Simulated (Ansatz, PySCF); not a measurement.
Gas-phase reaction in SMILES: [Cl][Sn]([Cl])[Cl] -> [Cl][Sn][Cl] + Cl atom (the Cl-Sn bond at the site shown breaks; other sites are not compared here)
Each molecule is optimised on its own at B3LYP-D3(BJ)/def2-TZVP (Ansatz, an electronic-structure program). Frequencies are from Ansatz or PySCF.

Quantity: bond dissociation energy (enthalpy at 298 K, with B3LYP-D3(BJ) rigid-rotor harmonic-oscillator terms), in kcal/mol. Cores are frozen in the correlated levels unless marked. UHF or UKS for open shells. Spin-orbit coupling is left out. The frozen core is the preceding noble-gas configuration, with the filled d and f shells of earlier blocks. In def2 rows, elements after Kr have scalar-relativistic effective core potentials. Basis-set limits of correlation are two-point, X^-3; Hartree-Fock from the larger set.

```json
[
 {"level": "HF/def2-QZVPP", "program": "Ansatz", "bond dissociation energy (kcal/mol)": "30.2"}
]
```

Question: What does CCSD(T)/CBS(def2-TZVPP,def2-QZVPP) (Ansatz) give?

Answer: 45.9 kcal/mol
